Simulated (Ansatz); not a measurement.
Sb(F)3 anion (F3Sb), SMILES [Sb]([F])([F])[F] (connectivity only; charge and spin as stated), charge -1, multiplicity 2.

Geometry: B3LYP-D3(BJ)/def2-SVPD. The multiplicity is an assumed one; other spin states were not compared. The isomer is the one that the SMILES or the coordinates give; other isomers of the formula were not compared. The def2 effective core potentials stand for the cores of Sb; spin–orbit coupling is left out.

Two levels are set side by side: PBE/def2-SVPD (Ansatz, a program for electronic structure) and ωB97X-V/def2-SVPD (Ansatz). Energy differences of separate SCF runs at the same geometry; the states with an electron removed or added have multiplicity 1. Differences are taken from unrounded values.

```csv
quantity,ωB97X-V
vertical ionisation energy (eV),3.21
```

Problem. What does PBE give, and how far is it from ωB97X-V? (Estimate from the structure and the level; the computed values follow.)

Solution. 
| quantity | PBE | PBE minus ωB97X-V |
|---|---|---|
| vertical ionisation energy (eV) | 2.80 | -0.41 |
